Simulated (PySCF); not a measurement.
Method: PySCF, PBE, basis O def2-SVP, Tl def2-SVP with ECP60 (scalar-relativistic core potentials, no spin–orbit coupling, density fitting).

```xyz
4
charge 1 multiplicity 1, angstrom
O     0.0000    0.0000    0.0000
Tl    2.2995    0.0000    0.0000
Tl   -1.1498    1.9915    0.0000
Tl   -1.1498   -1.9915    0.0000
```

[Tl3O]+ (singlet), along the line from O1 (at 0) through Tl2 (at 2.300 Å). Core electrons replaced by a potential are absent, the electrostatic potential uses the reduced nuclear charge, and values within about 0.7 Å of such atoms have no physical meaning.

**Question.** Tabulate the fields along this line at -0.80, -0.57, -0.34, -0.11, 0.23, 0.46, 0.69, 0.92, 1.15, 1.38, 3.10, 3.33, 3.56 Å.

**Answer.** 
```
distance (Å)  electron density (e/Å³)  electron localisation function  electrostatic potential (V)
       -0.80                    0.725                           0.755                         7.71
       -0.57                     2.09                           0.834                         22.8
       -0.34                     5.35                            0.56                         91.6
       -0.11                     73.7                           0.893                          596
        0.23                     8.81                            0.12                          205
        0.46                     3.46                           0.807                         44.8
        0.69                      1.3                           0.798                         13.7
        0.92                    0.528                           0.327                         9.18
        1.15                    0.455                           0.134                         13.5
        1.38                     1.09                           0.321                         26.3
        3.10                     2.17                           0.507                         38.5
        3.33                    0.689                           0.433                         17.5
        3.56                    0.269                           0.494                         9.72
```

On a grid of 0.11 Å the density has a local minimum along the bond near 1.03 Å from O, at 0.42 e/Å³, where the ELF is 0.15.

Spin–orbit coupling, left out here, can matter for elements this heavy.
